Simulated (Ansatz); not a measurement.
Species: CH$_{3}$Cl$_{3}$Ge, net charge 0, singlet state. 
Structure (B3LYP-D3(BJ)/def2-TZVP (Ansatz, a quantum-chemistry and plane-wave program) minimum search):
```
Ge
C 1 1.9387
H 2 1.0883 1 108.78
H 2 1.0883 3 110.15 1 119.14
H 2 1.0883 3 110.15 4 121.71
Cl 1 2.1538 2 111.25 3 -60.00
Cl 1 2.1538 2 111.25 3 -180.00
Cl 1 2.1538 2 111.25 3 60.00
```
Charge 0, spin multiplicity 1.

Total electronic energies in hartree. Correlated levels leave the core frozen unless marked. Spin-orbit coupling is left out. The frozen core is the preceding noble-gas configuration, with the filled d and f shells of earlier blocks. No relativistic terms. Basis-set limits of correlation are two-point, X^-3; Hartree-Fock from the larger set. [CCSD(T)-MP2]/basis is that difference in the basis named.

```json
[
 {"level": "HF/def2-SVPD", "program": "Ansatz", "energy (Eh)": "-3492.93014"},
 {"level": "PBE-D3(BJ)/def2-TZVPD", "program": "Ansatz + dftd3", "energy (Eh)": "…"},
 {"level": "revPBE-D4/def2-TZVPD", "program": "Ansatz + dftd4", "energy (Eh)": "-3497.32058"},
 {"level": "PBE0-D3(BJ)/def2-TZVP", "program": "Ansatz + dftd3", "energy (Eh)": "…"},
 {"level": "BHLYP-D3(BJ)/def2-TZVPD", "program": "Ansatz + dftd3", "energy (Eh)": "-3497.69490"},
 {"level": "r2SCANh-D4/def2-TZVPD", "program": "Ansatz + dftd4", "energy (Eh)": "…"},
 {"level": "B2PLYP/def2-TZVPD", "program": "Ansatz", "energy (Eh)": "-3496.88474"},
 {"level": "RI-MP2/def2-TZVPPD", "program": "Ansatz", "energy (Eh)": "-3494.55291"},
 {"level": "SCS-MP2/def2-QZVPP", "program": "Ansatz", "energy (Eh)": "-3494.70143"},
 {"level": "CCSD/STO-3G", "program": "Ansatz", "energy (Eh)": "-3454.97092"},
 {"level": "CCSD/6-31G*", "program": "Ansatz", "energy (Eh)": "-3493.93922"},
 {"level": "CCSD/CBS(def2-TZVPPD,def2-QZVPPD)", "program": "Ansatz", "energy (Eh)": "-3494.8097"},
 {"level": "CCSD(T)/def2-SVPD", "program": "Ansatz", "energy (Eh)": "-3493.68502"},
 {"level": "RI-MP2/CBS(def2-TZVPPD,def2-QZVPPD)+[CCSD(T)-MP2]/def2-QZVPPD", "program": "Ansatz", "energy (Eh)": "-3494.8606"},
 {"level": "CCSD(T)/CBS(def2-TZVPPD,def2-QZVPPD)", "program": "Ansatz", "energy (Eh)": "-3494.8605"}
]
```

**Question.** Fill in the missing entries.

**Answer.** 
- PBE-D3(BJ)/def2-TZVPD, energy (Eh): -3496.79947
- PBE0-D3(BJ)/def2-TZVP, energy (Eh): -3496.96970
- r2SCANh-D4/def2-TZVPD, energy (Eh): -3497.59404
